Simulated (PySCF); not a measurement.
Molecule: `CC(=O)c1cccs1`, C6H6OS.

Numbering as in the mapped SMILES `[CH3:1][C:2](=[O:3])[c:4]1[cH:5][cH:6][cH:7][s:8]1` (H(Xn): hydrogen on atom n).

Geometry PBE0-D3(BJ)/def2-SVP throughout; GIAO in PySCF 2.14.0 with density-fitted response routines, gas phase, one conformer, non-relativistic; equivalent atoms averaged; functional PBE0.

For orientation, aug-cc-pVDZ gives these absolute shieldings σ: C4 49.5, C7 62.0, C5 65.1, C6 70.6, C1 167.3, S8 342.2, H(C5) 23.18, H(C7) 23.77, H(C6) 24.19 ppm.

A run gave: C4 36.7, C7 48.9, C5 49.1, C6 54.4, C1 157.9, S8 236.9, H(C5) 23.27, H(C7) 23.98, H(C6) 24.24 ppm (absolute shieldings σ).

Q: Which basis set was used in that run?
A. pcSseg-0
B. def2-TZVP
C. cc-pVTZ
D. cc-pVDZ
E. def2-SVP

A: B. S8 tells them apart best: def2-TZVP gives 236.9, cc-pVTZ gives 302.0, pcSseg-0 gives 322.1, cc-pVDZ gives 350.0, def2-SVP gives 352.2 ppm.
